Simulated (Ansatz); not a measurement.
Potential energy surface of H2Ge, singlet: symmetric bend, bond length relaxed. Scanned: H-Ge-H angle. Other coordinates (Ge-H bond length) were minimised at B3LYP/def2-TZVP.

- RKS-PBE/def2-SVP = Ansatz (a quantum-chemistry and plane-wave program) with restricted PBE/def2-SVP
- RKS-PBE0/def2-SVP = restricted PBE0/def2-SVP (Ansatz)
- FCI/def2-SVP = full CI/def2-SVP, cores with 3d frozen run with Ansatz

Energies relative to the lowest point of each profile, in kJ/mol; the last columns give the error against full CI:

```csv
a / °,RKS-PBE/def2-SVP,RKS-PBE0/def2-SVP,FCI/def2-SVP,RKS-PBE/def2-SVP − FCI/def2-SVP,RKS-PBE0/def2-SVP − FCI/def2-SVP
160.73,243.0,246.4,234.0,9.0,12.4
148.91,175.1,179.4,171.3,3.8,8.1
142.04,138.9,142.3,136.0,2.9,6.3
127.54,74.7,75.9,72.1,2.6,3.8
119.23,46.1,46.4,43.5,2.6,2.9
110.37,22.9,22.4,20.4,2.5,2.1
97.68,3.4,2.8,1.9,1.5,1.0
89.58,0.0,0.0,0.0,0.0,0.0
80.48,5.2,6.4,7.9,-2.7,-1.5
70.11,23.0,26.4,29.8,-6.8,-3.4
60,52.2,58.5,63.5,-11.3,-4.9
```

RKS-PBE/def2-SVP is furthest from FCI/def2-SVP at 60 (-11.3 kJ/mol, below); its mean absolute error over the points is 4.2 kJ/mol.

RKS-PBE0/def2-SVP is furthest from FCI/def2-SVP at 160.73 (12.4 kJ/mol, above); its mean absolute error over the points is 4.2 kJ/mol.

The scan ran from 180.0 to 60.0; beyond the range shown the relaxed coordinates jump or full CI changes its symmetry label.
